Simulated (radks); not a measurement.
Question: The mean radii <r> (bohr) of the occupied orbitals of an atom or ion are listed with their occupations. Method: Dirac Kohn-Sham, BLYP, spin-unpolarised, spherical densities, point nucleus; computed with a radial shooting solver on a logarithmic mesh with Libxc functionals.

orbital      occ.      <r>
1s1/2           2  0.02111
2s1/2           2  0.08906
2p1/2           2  0.07423
2p3/2           4  0.08126
3s1/2           2   0.2306
3p1/2           2   0.2199
3p3/2           4   0.2324
3d3/2           4   0.2044
3d5/2           6   0.2082
4s1/2           2   0.4668
4p1/2    0.333333   0.4648
4p3/2    0.666667   0.4829
7p1/2    0.333333    1.713
7p3/2    0.666667    1.773

Name the element and its charge. Open shells, if any, are shared by 2j + 1.

Answer: Z = 66, dysprosium, charge +34: Dy34+ in [Ar] 3d10 4s2 4p1 7p1. The 1s radius gives Z: for a bare nucleus <r> = (2 gamma + 1)/(2Z) with gamma = sqrt(1 - (Z/c)^2), 0.02085 bohr for Z = 66, and screening makes it slightly larger (0.02111 here). The occupations add up to 32, and the charge is Z minus that.
